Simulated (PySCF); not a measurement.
```xyz
15

O     -1.9334    -1.5673    -0.0054
Si    -1.3132    -0.7863     1.3217
Si     0.4602     0.4962     0.4968
Si    -0.3303     2.0000    -1.1172
Si     2.0974    -0.9014    -0.4291
H     -2.6821    -2.1566     0.1159
H     -0.8521    -1.7607     2.3472
H     -2.3455     0.0666     1.9701
H      1.0490     1.2575     1.6332
H      0.7635     2.8886    -1.5819
H     -1.4182     2.8416    -0.5611
H     -0.8561     1.2483    -2.2810
H      3.2607    -0.1062    -0.8938
H      1.5300    -1.6313    -1.5874
H      2.5701    -1.8889     0.5721
```

Charge 0, multiplicity 1.

Problem. Give the Mulliken and meta-Löwdin atomic charges from PBE-D3(BJ)/def2-TZVP // B3LYP-D3(BJ)/def2-TZVP (PySCF).

Solution. 
```tsv
atom	Mulliken (e)	meta-Löwdin (e)
O1	-0.48	-0.73
Si2	0.26	0.62
Si3	0.02	-0.02
Si4	0.02	0.19
Si5	0.02	0.19
H6	0.31	0.35
H7	-0.04	-0.10
H8	-0.04	-0.10
H9	-0.02	-0.04
H10	-0.01	-0.06
H11	-0.01	-0.06
H12	0.00	-0.06
H13	-0.01	-0.06
H14	0.00	-0.06
H15	-0.01	-0.06
```
